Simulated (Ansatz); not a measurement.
Reaction (isomerisation): `C=C[SiH2][SiH2]C` → `C[SiH2]/C=C/[SiH3]`

Isolated molecules relaxed with PBE0-D4/def2-TZVP in Ansatz; ΔE leaves out vibrations. CBS: MP2 limit from def2 TZ/QZ plus the TZ coupled-cluster correction, frozen cores. DFT in def2-TZVPP. Each species was taken in one conformer, which may not be the lowest.

CCSD(T)/CBS gives -0.6 kcal/mol.

(1) Another level gave +0.5 kcal/mol. Which?
A. HF/def2-TZVPP
B. r2SCAN/def2-TZVPP
C. B2PLYP/def2-TZVPP
D. PBE/def2-TZVPP

Largest T1 diagnostic among the species: 0.012.

Results:

(1) B. r2SCAN 0.5, B2PLYP -1.1, PBE 2.1, HF/def2-TZVPP -2.5 kcal/mol.

CCSD(T)/CBS has its own doubt, a few kJ/mol and more with outer-core shells, so smaller differences from it don't rank the levels.
